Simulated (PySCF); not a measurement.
Input file for PySCF: R-B3LYP/6-31G* on H2O (SMILES O) with ghost functions, monomers drawn apart or pushed together.

```python
from pyscf import gto, scf, dft, mp
from pyscf.data.elements import chemcore

mol = gto.M(
    atom='''
    O    -0.23391713    0.42114129    3.62784471
    H    -0.60919045    0.44649573    2.72986817
    H    -0.33311638   -0.48973401    3.92018190
    ghost-N   -1.07292101    0.40476374    0.50212133
    ghost-Se    0.39155693   -0.45012421   -0.29184315
    ghost-H   -1.14490648    1.36278812    0.18172996
    ghost-H   -1.93319109   -0.08622279    0.29239135
    ghost-H   -0.03128953   -0.39510186   -1.71329138
    ''',
    basis='6-31g*',
    cart=True,
    charge=0, spin=0, verbose=3, max_memory=1800)
mf = dft.RKS(mol, xc='b3lyp')
mf.conv_tol = 1e-8
mf.max_cycle = 100
mf.kernel()
if not mf.converged:
    mf = mf.newton().run(mf.mo_coeff, mf.mo_occ)
```

Task: What total energy does the run end on?

Result: -76.4100 hartree.
